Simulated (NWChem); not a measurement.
## Worked example: vertical ionisation energy of SiH3Se (SMILES [SiH2][SeH])

The species is SiH3Se (5 atoms), meant as a doublet with charge 0. SMILES: `[SiH2][SeH]`. Geometry: relaxed at PBE0-D4/def2-TZVP. This is one conformer, not always the lowest.

Both states at this one shape; open shells run unrestricted unless said. 1 Eh = 27.2114 eV.

| level | program | doublet SiH3Se (Eh) | singlet SiH3Se+ (Eh) |
| --- | --- | --- | --- |
| UPBE0/3-21G | NWChem | -2679.467032 | -2679.166398 |
| UPBE0/6-311G** | NWChem | -2692.380205 | -2692.080514 |
| UPBE0/STO-3G | NWChem | -2662.431164 | -2662.214593 |
| UPBE0/6-31G** (spherical functions) | NWChem | -2692.095391 | -2691.795872 |

**Question.** Work out the vertical ionisation energy at each level.

**Answer.** 
1. UPBE0/3-21G: -2679.166398 − (-2679.467032) = 0.300634 Eh = 8.18 eV.
2. UPBE0/6-311G**: -2692.080514 − (-2692.380205) = 0.299691 Eh = 8.16 eV.
3. UPBE0/STO-3G: -2662.214593 − (-2662.431164) = 0.216571 Eh = 5.89 eV.
4. UPBE0/6-31G** (spherical functions): -2691.795872 − (-2692.095391) = 0.299519 Eh = 8.15 eV.

No measured value is set beside it here; the levels span 5.89 to 8.18 eV. Minimal sets are far from the basis-set limit. All-electron rows are non-relativistic unless named.
